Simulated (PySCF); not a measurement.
C4H11B, SMILES CCB(C)C.

Coordinates come from a B3LYP-D3(BJ)/def2-SVP optimisation. One conformer was computed; it need not be the lowest.

Two levels are set side by side: TDA-PBE/def2-SVPD (PySCF) and TDA-ωB97X/def2-SVPD (PySCF). Vertical, same geometry. The lowest singlet is HOMO→LUMO 99 % with PBE and HOMO→LUMO+1 89 % with the other functional; states are paired by order. Differences are taken from unrounded values.

```csv
quantity,TDA-ωB97X,TDA-PBE,TDA-PBE minus TDA-ωB97X
lowest singlet excitation (eV),6.53,5.74,-0.79
lowest triplet excitation (TDA) (eV),6.02,5.23,-0.80
first bright state (f over 0.05) (eV),9.06,7.14,-1.92
its oscillator strength,0.09,0.06,-0.03
```

Functionals without exact exchange tend to place singlet excitations lower, as here. Differences between two approximate levels are no errors against the true value.

Rough cost on one machine, each run with all the roots and properties that it gave: TDA-ωB97X against TDA-PBE about 5 times.
